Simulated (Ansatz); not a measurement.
# Molecular dynamics of H$_{4}$CO

input.yaml

```yaml
accuracy: low
crystal:
  lattice:
    - [7.380323, 0.0, 0.0]
    - [0.0, 7.380323, 0.0]
    - [0.0, 0.0, 7.380323]
  atoms:
    - { symbol: C, position: [0.47796056, 0.55267355, 0.53849321] }
    - { symbol: O, position: [0.57730116, 0.68741241, 0.43528967] }
    - { symbol: H, position: [0.40529022, 0.45471803, 0.44700009] }
    - { symbol: H, position: [0.70902998, 0.68251872, 0.46802694] }
    - { symbol: H, position: [0.57502459, 0.4854421, 0.62847716] }
    - { symbol: H, position: [0.38640748, 0.61460813, 0.6318134] }
    - { symbol: C, position: [0.31417714, 0.34518794, -0.11284744] }
    - { symbol: O, position: [0.28337413, 0.16152193, -0.06453811] }
    - { symbol: H, position: [0.19836091, 0.39100112, -0.19837373] }
    - { symbol: H, position: [0.39483676, 0.1134648, -0.00167993] }
    - { symbol: H, position: [0.32028532, 0.42958846, 0.0144973] }
    - { symbol: H, position: [0.43779357, 0.36178443, -0.19792195] }
    - { symbol: C, position: [0.62685269, 0.13826404, 0.23849812] }
    - { symbol: O, position: [0.59171228, 0.05393618, 0.06503919] }
    - { symbol: H, position: [0.5669049, 0.27824961, 0.26695206] }
    - { symbol: H, position: [0.69700565, 0.08344539, -0.0164988] }
    - { symbol: H, position: [0.55374128, 0.04804607, 0.33724622] }
    - { symbol: H, position: [0.7794884, 0.13875369, 0.2835382] }
    - { symbol: C, position: [0.10591767, 0.8046754, 0.46290878] }
    - { symbol: O, position: [-0.02132448, 0.67637521, 0.49460954] }
    - { symbol: H, position: [0.05807304, 0.90324033, 0.34843167] }
    - { symbol: H, position: [-0.00536321, 0.62626572, 0.61885574] }
    - { symbol: H, position: [0.12522765, 0.89523943, 0.5750207] }
    - { symbol: H, position: [0.24410353, 0.7637119, 0.42139874] }
    - { symbol: C, position: [0.88119916, 0.14544952, 0.68573301] }
    - { symbol: O, position: [0.94654669, 0.05341356, 0.839822] }
    - { symbol: H, position: [0.75130108, 0.06621088, 0.63525464] }
    - { symbol: H, position: [1.0738389, 0.08917302, 0.87397233] }
    - { symbol: H, position: [0.86623266, 0.29141012, 0.71392652] }
    - { symbol: H, position: [0.99247868, 0.13052993, 0.58179355] }
    - { symbol: C, position: [0.77360385, 0.66608768, 0.86326676] }
    - { symbol: O, position: [0.96795891, 0.62515614, 0.8656266] }
    - { symbol: H, position: [0.70214096, 0.53632046, 0.85191344] }
    - { symbol: H, position: [1.02567159, 0.73757992, 0.91397981] }
    - { symbol: H, position: [0.73138596, 0.73999063, 0.9862362] }
    - { symbol: H, position: [0.73800413, 0.73658702, 0.74243449] }
basis:
  ecutwfc: 420.0
kpoints:
  mp_grid: { grid: [1, 1, 1] }
hamiltonian:
  xc: pbe
  dispersion: d3bj
scf:
  occupations: { method: fermi_dirac, width: 0.02 }
  lower_state_search: "off"
md:
  timestep: 0.75
  n_steps: 300
  ensemble: nvt_langevin
  temperature: 400.0
  initial_velocities: maxwell_boltzmann
  seed: 627107
  friction: 0.05
```

Run as:

```bash
$ ansatz run input.yaml --threads 1 --pin off --max-ram 3072MiB --backend cpu --events-out ev --progress --plain --runs-dir out
```

It goes on from the last frame of an earlier run, with new velocities.

Output, in part (step lines):

```
md step     0: t =     0.00 fs  T =   388.9 K  F+E_penalty+E_count = -5292.83959820 eV  E_kin = 1.809640 eV  (8 SCF iters)
[... lines left out ...]
```

The steps, from the saved trajectory:

```
time (fs)  T (K)  potential energy less start (eV)
      0.0    389                             0.000
      7.5    349                             0.353
     15.0    363                             0.256
     22.5    354                             0.384
     30.0    355                             0.335
     37.5    397                            -0.045
     45.0    351                             0.216
     52.5    360                             0.062
     60.0    378                            -0.035
     67.5    311                             0.286
     75.0    360                             0.139
     82.5    387                             0.065
     90.0    314                             0.340
     97.5    520                            -0.028
    105.0    421                             0.137
    112.5    404                             0.515
    120.0    422                             0.243
    127.5    409                             0.016
    135.0    462                             0.216
    142.5    381                            -0.055
    150.0    415                             0.088
    157.5    395                            -0.036
    165.0    421                            -0.194
    172.5    361                             0.239
    180.0    450                             0.064
    187.5    423                             0.109
    195.0    311                             0.398
    202.5    394                             0.071
    210.0    379                            -0.184
    217.5    310                             0.151
    225.0    296                            -0.175
```

All steps were run. A run of 0.23 ps of so small a system gives no equilibrium averages. Limits of this set-up: coarse k mesh, low accuracy level.

Mean squared displacements from the first frame to the last, about the centre of mass: C 0.29 Å², O 0.13 Å², H 0.64 Å².

Last frame:

```xyz
36
Lattice="7.3803 0.0000 0.0000 0.0000 7.3803 0.0000 0.0000 0.0000 7.3803" Properties=species:S:1:pos:R:3
C 3.588 4.266 3.962
O 4.323 5.297 3.381
H 2.812 3.781 3.334
H 5.227 5.037 3.110
H 4.238 3.465 4.267
H 2.920 4.614 4.784
C 2.896 2.370 -0.527
O 2.297 1.088 -0.364
H 2.563 2.749 -1.465
H 3.100 0.533 -0.080
H 2.570 3.023 0.330
H 3.975 2.204 -0.471
C 4.968 1.136 1.956
O 4.693 0.476 0.766
H 5.573 2.012 1.764
H 5.550 0.299 0.251
H 4.016 1.440 2.364
H 5.546 0.438 2.680
C 0.627 5.902 2.814
O -0.272 4.865 3.239
H 0.228 6.409 1.974
H -0.156 4.661 4.176
H 0.677 6.604 3.629
H 1.579 5.490 2.557
C 6.924 0.988 4.787
O 7.194 0.250 5.977
H 6.215 0.408 4.187
H 8.078 0.662 6.306
H 6.285 1.848 5.018
H 7.892 1.257 4.285
C 5.733 4.406 7.008
O 6.882 4.774 6.155
H 5.359 3.386 6.799
H 6.966 5.797 6.176
H 5.986 4.505 8.117
H 4.845 5.012 6.675
```

Run time: 9.7 min on 1 thread of AMD EPYC 7R13 Processor (Zen 3) (shared host), peak memory 0.49 GiB.
